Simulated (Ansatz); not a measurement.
Abstraction of Br: CH2Br2 + MgBr → CH2Br + MgBr2

Species: CH2Br2 (dibromomethane) `BrCBr`, singlet; MgBr, doublet; CH2Br `[CH2]Br`, doublet; MgBr2 `[Br][Mg][Br]`, singlet. A radical takes Br: the energy is the difference in strength between the C–Br bond broken and the Mg–Br bond made.

Shapes, held fixed at every level: PBE0-D4/def2-TZVP. Programs: Ansatz 0.2.0. The zero-point and thermal change to 298 K, harmonic and unscaled (PBE0-D4/def2-TZVP), is -8.3 kJ/mol.

```csv
level,kind,ΔH(298 K) (kJ/mol),less CCSD(T)/def2-TZVPP,CPU time (sum over the molecules)
PBE-D4/def2-TZVPP,GGA,-108.1,+15.3,15 s
r2SCAN-D4/def2-TZVPP,meta-GGA,-139.0,-15.6,35 s
BHLYP-D4/def2-TZVPP,global hybrid,-141.4,-18.0,21 s
wB97X-V/def2-TZVPP,range-separated hybrid,-132.5,-9.1,56 s
CCSD/def2-SVP,coupled cluster or CI,-147.4,-24.0,–
CCSD/def2-TZVPP,coupled cluster or CI,-130.8,-7.4,–
CCSD(T)/def2-TZVPP,coupled cluster or CI,-123.4,0.0,95 s
```

The highest level, CCSD(T)/def2-TZVPP, gives ΔH(298 K) = -123.4 kJ/mol; the levels span -147.4 to -108.1. The column of differences is taken from that level and isn't an error. No measured value is set beside it here. Open shells run unrestricted unless RO is named. Relativity is left out for Br unless named. Correlated rows may include outer-core shells of Br, Mg, which these sets cover unevenly. Times are processor times on shared x86 and Arm servers, and rough.
